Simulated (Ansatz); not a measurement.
The cluster Sr6S5. Charge 0, multiplicity 1. Geometry PBE-D4/def2-SVP.

Cartesian coordinates in Å:
```
Sr 2.645 -2.032 2.243
Sr 1.290 -0.415 -1.288
Sr -2.329 1.288 -1.840
Sr -2.191 -2.319 -0.539
Sr 2.431 3.179 0.392
Sr -0.512 0.593 1.703
S -3.102 0.082 0.559
S 0.226 -2.174 0.872
S -1.096 -1.040 -2.768
S 0.058 2.238 -0.719
S 2.581 0.599 1.386
```

In the def2 sets Sr takes a core potential; there is no spin–orbit coupling. The restricted singlet is unstable towards broken spin symmetry in Hartree–Fock (as tested in another run); at PBE-D4/def2-SVP, PBE-D4/def2-TZVP, revPBE-D4/def2-TZVP, r2SCAN-D4/def2-TZVP and others this wasn't settled. The order of the spin states hangs on the level: the triplet lies 0.22 eV below the singlet at PBE0-D4/def2-TZVP, but 0.03 eV above it at PBE-D4/def2-TZVP. The structure comes from a short search, and lower isomers may exist.

(1) Estimate the orbital energies around the gap (eV) in Ansatz with PBE-D4/def2-SVP, PBE-D4/def2-TZVP, revPBE-D4/def2-TZVP, r2SCAN-D4/def2-TZVP, PBE0-D4/def2-SVP.

Results:

(1) 
```
orbital  PBE-D4/def2-SVP  PBE-D4/def2-TZVP  revPBE-D4/def2-TZVP  r2SCAN-D4/def2-TZVP  PBE0-D4/def2-SVP
HOMO−13            -5.97             -5.94                -5.87                -6.17             -7.10
HOMO−12            -5.82             -5.80                -5.73                -6.04             -6.90
HOMO−11            -5.71             -5.67                -5.61                -5.91             -6.79
HOMO−10            -5.37             -5.35                -5.30                -5.62             -6.45
 HOMO−9            -5.27             -5.25                -5.19                -5.49             -6.28
 HOMO−8            -5.26             -5.23                -5.17                -5.46             -6.27
 HOMO−7            -5.14             -5.10                -5.04                -5.33             -6.21
 HOMO−6            -4.97             -4.94                -4.88                -5.16             -5.99
 HOMO−5            -4.85             -4.82                -4.76                -5.04             -5.85
 HOMO−4            -4.75             -4.72                -4.66                -4.95             -5.76
 HOMO−3            -4.73             -4.71                -4.65                -4.94             -5.72
 HOMO−2            -4.68             -4.65                -4.60                -4.89             -5.70
 HOMO−1            -4.49             -4.47                -4.41                -4.69             -5.46
   HOMO            -2.53             -2.53                -2.44                -2.46             -2.74
   LUMO            -2.17             -2.17                -2.11                -2.13             -1.85
 LUMO+1            -1.61             -1.60                -1.55                -1.36             -1.12
 LUMO+2            -1.44             -1.43                -1.37                -1.30             -0.96
 LUMO+3            -1.36             -1.38                -1.32                -1.07             -0.93
 LUMO+4            -1.31             -1.30                -1.29                -1.05             -0.81
 LUMO+5            -1.14             -1.15                -1.07                -0.83             -0.61
```
